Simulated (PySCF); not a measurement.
Ge(H)4 cation (GeH4), SMILES [GeH4] (connectivity only; charge and spin as stated), charge +1, multiplicity 2.

Coordinates come from a PBE-D3(BJ)/def2-TZVPD optimisation. The geometry has at least one imaginary mode, so it is a saddle point at that level. The multiplicity is an assumed one; other spin states were not compared. The isomer is the one that the SMILES or the coordinates give; other isomers of the formula were not compared.

Method: TDA-PBE/def2-TZVPD (PySCF).

Vertical excitations; the highest root listed may be one member of a degenerate set. 

Computed excitation energies, oscillator strengths and character:
| state | energy (eV) | λ (nm) | f | main pairs |
|---|---|---|---|---|
| root 1 | 2.57 | 483 | 0.031 | β HOMO→LUMO (degenerate set) |
| root 2 | 2.57 | 483 | 0.031 | β HOMO−1→LUMO (degenerate set) |
| root 3 | 6.24 | 199 | 0.000 | α HOMO→LUMO 98 % |
| root 4 | 7.24 | 171 | 0.000 | α HOMO−1→LUMO, β HOMO→LUMO+1 (degenerate set) |
| root 5 | 7.24 | 171 | 0.000 | α HOMO−2→LUMO, β HOMO−1→LUMO+1 (degenerate set) |
| root 6 | 7.44 | 167 | 0.001 | α HOMO→LUMO+1 74 %, β HOMO−2→LUMO 24 % |
| root 7 | 7.97 | 155 | 0.057 | α HOMO→LUMO+1 23 %, β HOMO−2→LUMO 69 % |
| root 8 | 8.42 | 147 | 0.027 | α HOMO−1→LUMO, α HOMO−1→LUMO+1, β HOMO→LUMO+1 (degenerate set) |
| root 9 | 8.42 | 147 | 0.027 | α HOMO−2→LUMO, α HOMO−2→LUMO+1, β HOMO−1→LUMO+1 (degenerate set) |
| root 10 | 8.66 | 143 | 0.000 | α HOMO−1→LUMO+1 28 %, β HOMO→LUMO+2 64 % |
Unrestricted roots are not spin-pure.
